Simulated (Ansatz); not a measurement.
A CCSD(T) single point on CH₈InNOSi, SMILES `[CH3][In]([NH2])[O][SiH3]`.

```yaml
crystal:
  periodic: [false, false, false]
  atoms:
    - {symbol: C, position_ang: [-0.692399, 2.168158, -1.532975]}
    - {symbol: In, position_ang: [-0.317873, 0.256301, -0.694530]}
    - {symbol: N, position_ang: [-0.430543, -1.657344, -1.286817]}
    - {symbol: O, position_ang: [0.544496, 0.292853, 1.114432]}
    - {symbol: Si, position_ang: [1.033730, -0.792385, 2.209145]}
    - {symbol: H, position_ang: [0.226665, 2.752559, -1.489250]}
    - {symbol: H, position_ang: [-1.455169, 2.672708, -0.939736]}
    - {symbol: H, position_ang: [-1.028624, 2.089447, -2.565499]}
    - {symbol: H, position_ang: [-0.370084, -2.362115, -0.566487]}
    - {symbol: H, position_ang: [-1.098331, -1.935712, -1.988861]}
    - {symbol: H, position_ang: [0.490383, -0.470602, 3.560034]}
    - {symbol: H, position_ang: [0.576523, -2.178826, 1.869077]}
    - {symbol: H, position_ang: [2.521247, -0.835051, 2.311466]}
basis:
  gaussian: {orbitals: def2-SVP}
correlation: {method: ccsd_t}
```

```sh
$ ansatz run in.yaml --threads 2 --pin off --events-out ev --progress --plain --max-ram 22528MiB --backend cuda --devices 0, --max-vram 18GiB
```

The program prints (abridged):

```
Functional definition: HF
1335 factors; integrals over basis functions are off by at most 1.3e-3 eV
mean field evaluation 1: about -17676.3391 eV, gradient 5.1e1 eV
mean field evaluation 2: about -17676.3576 eV, gradient 5.1e1 eV
mean field evaluation 4: about -17682.0222 eV, gradient 4.2e0 eV
mean field evaluation 8: about -17682.0796 eV, gradient 2.8e-1 eV
mean field evaluation 16: about -17682.0521 eV, gradient 1.6e0 eV
mean field -17682.07994675 eV, -649.8044526988 hartree, gradient 2.5e-6 eV, S^2 0.000000; 0 other end points of the search recorded, 0 dependent functions left out
12 core orbitals not correlated: weight in the atoms' cores, before any rotation towards them, 1.000 or more for the frozen orbitals, at most 0.000 for the correlated occupied ones
reference -17682.07994675 eV, -649.8044526988 hartree; 20, 20 occupied and 94, 94 virtual orbitals, 1335 factors
second order -19.00020244 eV of doubles, -0.00000000 eV of singles
cycle   1  -19.72105376 eV  change   -7.2e-1 eV  update   1.2e-1
cycle   2  -20.28373196 eV  change   -5.6e-1 eV  update   3.6e-2
cycle   3  -20.45233009 eV  change   -1.7e-1 eV  update   2.2e-2
cycle   4  -20.45054232 eV  change    1.8e-3 eV  update   6.0e-3
cycle   5  -20.44736754 eV  change    3.2e-3 eV  update   2.7e-3
cycle   6  -20.44754861 eV  change   -1.8e-4 eV  update   1.0e-3
cycle   7  -20.44718246 eV  change    3.7e-4 eV  update   3.6e-4
cycle   8  -20.44712937 eV  change    5.3e-5 eV  update   1.3e-4
cycle   9  -20.44716443 eV  change   -3.5e-5 eV  update   4.9e-5
perturbative correction -0.55552901 eV, -0.0204153146 hartree
Total energy: -17703.08264020 eV, -650.5762874468 hartree
```

Run time 2.6 s (2 threads of an AMD EPYC 7R13 on a shared host and a share of an NVIDIA H100 80 GB); peak host memory 0.85 GiB.

MP2 recovers 90.5 % of the CCSD(T) correlation energy and the triples give 2.6 %; T1 = 0.0135.
